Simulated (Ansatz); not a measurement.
Geometry optimisation, RKS revPBE/6-31G* in Ansatz 0.2.0.

The input (input.yaml):

```yaml
crystal:
  periodic: [false, false, false]
  atoms:
    - { symbol: O, position_ang: [-0.4932, 2.2483, 0.9278] }
    - { symbol: C, position_ang: [0.589, 1.44, 0.9356] }
    - { symbol: C, position_ang: [0.338, 0.3357, -0.0799] }
    - { symbol: "N", position_ang: [-0.1116, -0.7597, 0.3023] }
    - { symbol: Si, position_ang: [-0.4285, -1.9604, -0.9643] }
    - { symbol: H, position_ang: [-0.71812, 0.08505, -0.17932] }
    - { symbol: H, position_ang: [1.5056, 2.018, 0.6572] }
    - { symbol: H, position_ang: [0.7585, 1.0533, 1.9369] }
    - { symbol: H, position_ang: [0.6652, 0.5839, -1.0672] }
    - { symbol: H, position_ang: [-1.3797, -1.3853, -1.9069] }
    - { symbol: H, position_ang: [0.8654, -2.1931, -1.5837] }
    - { symbol: H, position_ang: [-0.9413, -3.1893, -0.3273] }
basis:
  gaussian: { orbitals: "6-31G*" }
hamiltonian:
  xc: revpbe
relax:
  f_tol: 0.02
  max_steps: 50
output:
  orbitals: {}
```

Run as:

```bash
$ ansatz run input.yaml --threads 2 --pin off --max-ram 3072MiB --backend cpu --events-out ev --progress --plain --runs-dir out
```

Q: Where does it end, and by what steps?

A: The run converged. The force dipped under the threshold on the way, but the program's further checks kept it going. After 17 steps the energy has fallen by 5.664 eV; H6 moved furthest, 1.45 Å. The start is strongly strained (largest force component 9 eV/Å), so its close contacts needn't be bonds. Parted: C3–H6 (1.09 → 2.05 Å). Joined: O1–C3 (2.32 → 1.46 Å).

| step | energy less start (eV) | largest force component (eV/Å) | accepted |
| --- | --- | --- | --- |
| 0 | 0.0000 | 9.365 | yes |
| 1 | -1.6836 | 3.756 | yes |
| 2 | -2.4637 | 1.427 | yes |
| 3 | -3.1596 | 2.390 | yes |
| 4 | -3.9750 | 3.234 | yes |
| 5 | -4.7303 | 2.740 | yes |
| 6 | -5.2218 | 1.538 | yes |
| 7 | -5.4023 | 1.056 | yes |
| 8 | -5.5396 | 0.335 | yes |
| 9 | -5.5845 | 0.224 | yes |
| 10 | -5.6032 | 0.612 | yes |
| 11 | -5.6274 | 0.203 | yes |
| 12 | -5.6436 | 0.257 | yes |
| 13 | -5.6530 | 0.241 | yes |
| 14 | -5.6592 | 0.155 | yes |
| 15 | -5.6630 | 0.070 | yes |
| 16 | -5.6636 | 0.015 | yes |
| 17 | -5.6638 | 0.017 | yes |

```xyz
12
Properties=species:S:1:pos:R:3
O -0.198 1.720 -0.220
C 0.653 1.594 0.948
C 0.594 0.503 -0.042
N -0.052 -0.741 0.224
Si -0.588 -1.812 -1.080
H -0.668 -0.697 1.040
H 1.522 2.270 0.988
H 0.127 1.477 1.909
H 1.407 0.403 -0.775
H -1.764 -1.339 -1.897
H 0.578 -1.988 -2.007
H -0.962 -3.115 -0.438
```

Run time: 22 s on 2 threads of Intel(R) Xeon(R) 6975P-C (Granite Rapids) (shared host), peak memory 0.16 GiB.
